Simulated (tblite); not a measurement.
C6H12SSi.
Geometry (GFN2-xTB, Å), atoms numbered from 1 in this order:
```xyz
20
C6H12SSi angstrom
C     -0.9778    2.4302    0.1067
C     -0.9986    1.3656   -0.6807
Si    -0.3629   -0.3376   -0.1800
C      0.9280   -0.3126    1.2181
C      2.1321    0.5597    0.8790
C      0.1045   -1.4117   -1.7012
S     -1.3120   -2.5538   -1.4483
C     -1.7730   -1.6185    0.0620
H     -1.3532    3.3917   -0.2083
H     -0.5823    2.3881    1.1082
H     -1.4146    1.4719   -1.6757
H      1.2698   -1.3257    1.4358
H      0.4621    0.0589    2.1313
H      2.6300    0.1964   -0.0165
H      2.8527    0.5578    1.6945
H      1.8228    1.5857    0.6975
H      0.0316   -0.9472   -2.6806
H      1.0361   -1.9684   -1.6469
H     -1.7093   -2.2686    0.9301
H     -2.7910   -1.2512   -0.0278
```

All values are computed: GFN2-xTB (tblite) harmonic vibrations without scaling, gas phase. This tight-binding method is rough: wavenumbers can miss measured ones by several per cent, in bad cases by 10 to 20. One conformer, not necessarily the lowest.

Harmonic wavenumbers (cm⁻¹): 36.8, 42.6, 86.8, 103.1, 130.2, 144.7, 181.6, 237.0, 260.4, 297.0, 419.6, 494.7, 620.2, 686.1, 690.7, 695.5, 704.0, 712.1, 728.7, 795.4, 798.8, 923.6, 977.1, 989.2, 996.7, 1009.2, 1021.0, 1024.6, 1076.3, 1115.2, 1123.7, 1235.4, 1266.4, 1285.9, 1416.2, 1421.0, 1444.0, 1444.8, 1476.5, 1509.0, 1511.2, 1663.7, 2972.6, 2987.1, 3000.3, 3002.1, 3008.0, 3012.5, 3022.4, 3028.7, 3037.5, 3045.7, 3080.6, 3108.7.

A = 2075, B = 965.5, C = 795.3 MHz; mass 144.043 u (most abundant isotopes); point group C1, symmetry number 1.

Q: What is the zero-point energy?

A: ½Σν̃ = 35551 cm⁻¹ = 425.29 kJ/mol.

Q: What is S at 200 K and 1 bar for an ideal gas of classical rigid rotors and harmonic oscillators?

A: Translation 162.54, rotation 119.24, vibration 103.70: S = 385.5 J/(mol K).

Q: And Cp and H(200 K) − H(0)?

A: Cp = 129.54 J/(mol K), of which vibrations give 96.28 (their classical limit is 54 R = 449.0); H(200 K) − H(0) = 17.27 kJ/mol without the zero-point energy, 10.61 from vibrations.

Q: How do the functions run with temperature in this model?

A: 
```tsv
T (K)	S (J/(mol K))	Cp (J/(mol K))	H − H(0) (kJ/mol)	G − H(0) (kJ/mol)	ln q(vib)
150	351.3	109.7	11.29	-41.40	4.45
250	416.7	151.3	24.28	-79.89	7.65
298.15	445.2	173.0	32.09	-100.65	9.11
400	502.3	216.4	51.97	-148.93	12.12
600	603.3	281.9	102.24	-259.72	17.78
900	730.5	344.9	197.02	-460.44	25.62
```

q(vib) and H(0) count from the zero-point level.

Q: Which modes carry the vibrational entropy at 200 K?

A: 36.8 cm⁻¹: 19.39; 42.6 cm⁻¹: 18.18; 86.8 cm⁻¹: 12.36; 103.1 cm⁻¹: 10.99; 130.2 cm⁻¹: 9.16; 144.7 cm⁻¹: 8.35 J/(mol K); the other 48 give 25.28 together.

Q: What must be added to the electronic energy to get the Gibbs energy at 200 K and 1 bar?

A: ZPE + [H(200 K) − H(0)] − T·S = 425.29 + 17.27 − 77.10 = 365.46 kJ/mol.

Hindered rotation and anharmonicity are outside this model. Other conformers, if any are populated, would add a mixing term that is left out. The structure is chiral; the term R ln 2 for an equal mix with its mirror image is left out.
